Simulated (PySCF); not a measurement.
# Radial density of Sc (scandium, neutral)

UHF, [Ar] 3d2 4s1, 4s spin antiparallel (an excited configuration). All numbers are calculated (PySCF 2.14, scalar relativity by spin-free X2C-1e, in x2c-TZVPPall (6s5p4d2f1g, 64 functions)).

| r (bohr) | 4πr²ρ (e/bohr) | 4πr²(ρα − ρβ) |
| --- | --- | --- |
| 0.00143 | 0.1921 | -0.0001 |
| 0.00241 | 0.4934 | -0.0001 |
| 0.00405 | 1.247 | -0.0003 |
| 0.00681 | 3.019 | -0.0008 |
| 0.0115 | 6.792 | -0.0017 |
| 0.0193 | 13.45 | -0.0033 |
| 0.0324 | 21.59 | -0.0049 |
| 0.0545 | 24.72 | -0.0044 |
| 0.0918 | 19.52 | -0.0034 |
| 0.154 | 20.63 | -0.0091 |
| 0.260 | 26.06 | 0.0277 |
| 0.437 | 12.01 | 0.2363 |
| 0.734 | 7.749 | 0.5985 |
| 1.24 | 7.391 | 0.9101 |
| 2.08 | 1.715 | 0.5479 |
| 3.49 | 0.4618 | -0.0590 |
| 5.88 | 0.1504 | -0.1115 |
| 9.89 | 0.006709 | -0.0060 |

Densities and radii are taken from the X2C orbitals without a picture-change correction, which distorts them close to the nucleus.

With the s spin flipped the determinant is a mixture of two multiplicities, not a spectroscopic state.
